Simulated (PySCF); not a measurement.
## AlTl at UHF-CCSD

Computed with UHF-CCSD; Al def2-SVP, Tl def2-SVP with ECP60; scalar-relativistic core potentials (PySCF 2.14).

For AlTl, the state is ³Π (triplet), unpaired electrons σ ↑, π ↑, the bond length is 5.517 bohr and the harmonic wavenumber is 189 cm⁻¹. The force constant is 0.501 mdyn/Å, the rotational constant Be is 0.08295 cm⁻¹ and the anharmonicity ωexe is 0.617 cm⁻¹. The vibration–rotation constant αe is 0.000441 cm⁻¹. The well depth De to Al + Tl is 1.03 eV and the dissociation energy D0 is 1.02 eV.

Correlated steps freeze 9 core orbitals. Correlated levels converge slowly with the basis: in double zeta they bind strong bonds too weakly, by up to about 1 eV, and carry superposition errors of some tenths. These are scalar-relativistic numbers at best; spin–orbit coupling would shift them, the dissociation energy most. The state is the lowest determinant that a PBE0 search found; another state may lie lower at other levels.
